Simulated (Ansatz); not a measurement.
Relaxation of BFGeH₃N (7 atoms, charge 0, multiplicity 1), to a largest force component of 0.02 eV/Å in at most 50 steps.

Computed with RKS PBE0/def2-SVP in Ansatz 0.2.0.

```xyz
7
Properties=species:S:1:pos:R:3:forces:R:3
F -1.023 -2.429 0.142 2.12 3.90 1.85
B -0.529 -1.058 0.276 -2.19 -0.98 -4.32
N 0.440 -0.097 0.898 4.15 -4.05 4.79
Ge -0.105 0.890 -0.469 -5.20 2.81 -4.36
H 1.424 -0.442 0.617 -1.10 0.60 2.16
H 0.207 0.542 1.685 1.23 -1.47 0.35
H 0.891 1.006 -1.601 0.99 -0.80 -0.47
```

**Question.** Where does it end, and by what steps?

**Answer.** The forces met the threshold. After 27 steps the energy has fallen by 4.102 eV; H5 moved furthest, 1.48 Å. Parted: N3–Ge4 (1.77 → 3.18 Å).

```csv
step,energy less start (eV),largest force component (eV/Å),accepted
0,0.0000,5.200,yes
1,-2.3614,3.410,yes
2,-3.3653,1.101,yes
3,-3.5286,0.562,yes
4,-3.5871,0.558,yes
5,-3.6072,0.246,yes
6,-3.6171,0.267,yes
7,-3.6264,0.185,yes
8,-3.6356,0.890,yes
9,-3.6508,0.486,yes
10,-3.6598,0.213,yes
11,-3.6673,0.223,yes
12,-3.6628,1.265,no
13,-3.6863,0.450,yes
14,-3.7076,0.847,yes
15,-3.7466,1.014,yes
16,-3.8050,1.830,yes
17,-3.8647,1.613,yes
18,-4.0088,0.738,yes
19,-4.0465,1.091,yes
20,-4.0723,0.753,yes
21,-4.0936,0.176,yes
22,-4.0980,0.185,yes
23,-4.1002,0.115,yes
24,-4.1015,0.055,yes
25,-4.1017,0.046,yes
26,-4.1018,0.030,yes
27,-4.1019,0.010,yes
```

```xyz
7
Properties=species:S:1:pos:R:3
F -0.370 -1.810 -0.243
B -0.108 -0.544 0.143
N 0.633 -0.372 1.314
Ge -0.952 0.980 -1.082
H 0.995 -1.165 1.833
H 0.867 0.524 1.714
H 0.240 0.801 -2.129
```

Time of the run: 22 s on 2 threads of AMD EPYC 9R45 96-Core Processor (Zen 5), with other jobs on the host, peak memory 0.2 GiB.
